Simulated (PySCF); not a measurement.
C4H9AsBN.
Structure used (PBE0-D3(BJ)/def2-SVP), in Å, numbered top down from 1:
```xyz
16
C4H9AsBN angstrom
C      2.6593    0.8516    1.0951
C      1.7637    0.6416    0.3084
C      0.6810    0.3840   -0.6416
N     -0.4130   -0.3895   -0.0810
C     -0.0917   -1.7877    0.1183
B     -1.6376    0.1656    0.2916
As    -2.0998    2.1277   -0.0174
H      3.4530    1.0464    1.7928
H      0.2963    1.3433   -1.0218
H      1.0954   -0.1479   -1.5178
H      0.1736   -2.2708   -0.8384
H     -0.9560   -2.3076    0.5479
H      0.7657   -1.9006    0.8033
H     -2.4888   -0.5763    0.7240
H     -0.9026    2.7112    0.7233
H     -3.0257    2.2365    1.1827
```

All values: wB97X-D/def2-SVPD (PySCF, non-relativistic), on one gas-phase PBE0-D3(BJ)/def2-SVP geometry that isn't relaxed in the solvent. The solvent is an IEF-PCM continuum (Bondi radii, 1.10 Å for H, scaled by 1.2), and excitations are vertical TDDFT with non-equilibrium linear response and a frozen core. Specific hydrogen bonds and non-electrostatic terms are outside this model. Spin–orbit coupling is left out although an atom past zinc is present.

| run | E − E(gas) (kJ/mol) | HOMO (eV) | HOMO–LUMO gap (eV) | dipole (D) | lowest singlet (eV) | static polarisability (au) |
| --- | --- | --- | --- | --- | --- | --- |
| gas | 0.00 | -8.64 | 10.07 | 2.29 | 5.59 | 103.0 |
| P | -17.45 | -8.72 | 10.17 | 2.94 | 5.65 | 142.6 |
| Q | -12.93 | -8.68 | 10.14 | 2.77 | 5.62 | 130.6 |

Question: The runs were made in acetone and chloroform. Which run belongs to which solvent?

Answer: P = acetone, Q = chloroform. The dielectric constants are 4.711 (chloroform), 20.49 (acetone), and the energy falls further as ε rises. The optical constants n² used for the excitations are 2.09, 1.85 in the same order. In this model the ground state sees the solvent through ε alone.

Question: How constant is the ratio of the lowering to (ε − 1)/(2ε + 1)?

Answer: 
```json
{"solvent": "chloroform", "(ε − 1)/(2ε + 1)": "0.356", "E − E(gas) (kJ/mol)": "-12.93", "ratio (kJ/mol)": "-36.3", "polarisation term (kJ/mol)": "-14.28"}
{"solvent": "acetone", "(ε − 1)/(2ε + 1)": "0.464", "E − E(gas) (kJ/mol)": "-17.45", "ratio (kJ/mol)": "-37.6", "polarisation term (kJ/mol)": "-19.96"}
```

The ratio changes by +3.5 % in size from chloroform to acetone. The polarisation term is half the interaction of the solute with the induced surface charges.

Note: wB97X-D ran without an empirical dispersion term, which enters the total energy and its gradient alone.
